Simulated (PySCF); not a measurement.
Compound: (ClMg-mu-Cl)2.
Bonds: Mg1–Cl2, Mg1–Cl3, Mg1–Cl6, Cl3–Mg4, Mg4–Cl5, Mg4–Cl6.

A GFN2-xTB structure was refined with PySCF, PBE0-D3(BJ)/def2-SVP geometry optimisation, gas phase. Its GFN2-xTB values:

```
     coordinate  GFN2-xTB
        Mg1–Cl2   2.125 Å
        Mg1–Cl3   2.275 Å
    Mg1–Cl3–Mg4     85.8°
    Cl2–Mg1–Cl3    132.9°
    Cl3–Mg1–Cl6     94.2°
Mg1–Cl3–Mg4–Cl5     -179°
Cl2–Mg1–Cl3–Mg4      178°
Cl2–Mg1–Cl6–Mg4     -178°
```

Problem. How do these coordinates change at the PBE0-D3(BJ)/def2-SVP level?

Solution. 
```csv
coordinate,PBE0-D3(BJ)/def2-SVP (Å or °),change
Mg1–Cl3,2.374,+0.099
Mg1–Cl2,2.189,+0.064
Cl3–Mg1–Cl6,92.4,-1.8
Mg1–Cl3–Mg4,87.6,+1.8
Cl2–Mg1–Cl3,134.3,+1.4
Cl2–Mg1–Cl6–Mg4,180,-2
Cl2–Mg1–Cl3–Mg4,180,+2
Mg1–Cl3–Mg4–Cl5,180,-1
```

The energy falls by 6.1 kcal/mol over 9 energy and gradient evaluations, the largest force component goes from 0.0177 to 3.7e-04 Eh/bohr, and the atoms move by 0.112 Å rms after alignment. Among the bonds, Mg1–Cl3 and Mg4–Cl6 change most and about equally (+0.099 Å). Bonds longer at the end by more than 0.005 Å: 6 of 6; shorter: 0. Rotational constants go from 2599, 477.4, 403.3 to 2464, 437.1, 371.2 MHz.

The run used 108 basis functions and 47 SCF cycles in all.

Stationary, but not proved a minimum. The numbers are those of one conformer.
